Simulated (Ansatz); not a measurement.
Cost and result up the ladder for TiH₂Cl₂ (5 atoms). The state is a singlet with charge 0. Geometry: r2SCAN-D4/def2-TZVP.

```xyz
5

Ti    0.0234   -0.0003    0.0572
H     0.6853    1.3441    0.8327
H     0.0904   -1.3534    1.0629
Cl    1.2734   -0.4227   -1.6630
Cl   -2.0725    0.4323   -0.2897
```

Ansatz on 4 threads of Arm Neoverse V2 on a shared host. Times are rough, and most runs start from the orbitals of an earlier one. ωB97M-V/def2-TZVP serves as the yardstick here, not as an exact answer. Differences are given only for rows in sets of like size (and for xTB, whose basis is part of the method), since another set adds its own error. Binding counts from free atoms at the same level (Ti triplet, H doublet, Cl doublet; other spins of the atoms weren't run), without zero-point energy or a counterpoise term.

LC-ωPBE has ω = 0.4 bohr⁻¹. B3LYP takes the VWN-RPA correlation. Correlated methods freeze 15 core orbitals; core or outer-core shells of Ti are correlated, in sets that lack core-valence functions.

Correlated methods converge slowly with the basis.

```
             level  functions  wall time  binding energy per atom (eV)  difference from ωB97M-V/def2-TZVP (eV)                         remarks
   PBE-D4/def2-SVP         77      0.5 s                          3.13                                       –                               –
     MP2/def2-TZVP        131     0.75 s                          2.87                                    0.02  test for broken spin undecided
  PBE0-D4/def2-SVP         77      0.8 s                          2.87                                       –                               –
 PBE0-D4/def2-TZVP        131      1.1 s                          2.89                                    0.04                               –
B3LYP-D4/def2-TZVP        131      1.1 s                          2.91                                    0.06                               –
BHLYP-D4/def2-TZVP        131      1.2 s                          2.64                                   -0.22                               –
 LC-ωPBE/def2-TZVP        131      1.3 s                          2.81                                   -0.04                               –
PBE0-D4/def2-TZVPD        158      1.6 s                          2.89                                    0.04                               –
  B97M-V/def2-TZVP        131      3.1 s                          3.06                                    0.20                               –
 ωB97M-V/def2-TZVP        131        4 s                          2.86                                    0.00                               –
CCSD(T)/def2-TZVPP        176       23 s                          2.84                                   -0.02  test for broken spin undecided
```
